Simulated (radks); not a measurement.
Results of a calculation; reference values are marked as such.
Kinetic energies: the exact non-interacting value of the Kohn-Sham orbitals and orbital-free approximations, as 100 (|E| - |E exact|)/|E exact|, negative where the magnitude is too small. Species: He+ 1s1; Mn+ [Ar] 3d5 4s1. Code: a radial shooting solver on a logarithmic mesh with Libxc functionals. Model: non-relativistic Kohn-Sham, PBE, spin-polarised, spherical densities, point nucleus. Every spin shell is full or empty, so the densities are truly spherical. Functionals are evaluated on that one density, not self-consistently.

functional           He+      Mn+
exact (hartree)  1.98786  1149.59
Thomas-Fermi       -8.61    -6.61
von Weizsacker     0.00   -47.25
TF + vW           +91.39   +46.13
TF + vW/9          +2.50    -0.75
TF + vW/5         +11.39    +3.94
LC94               +2.03    0.00
revAPBEK           +2.78    +0.37
Perdew 92          +2.52    -0.74
Thakkar            +2.24    -0.38
LKT               +62.22   +25.48
PG1               +54.85   +20.32
DePristo-Kress     +2.54    -0.07
Ernzerhof          +6.30    -0.30
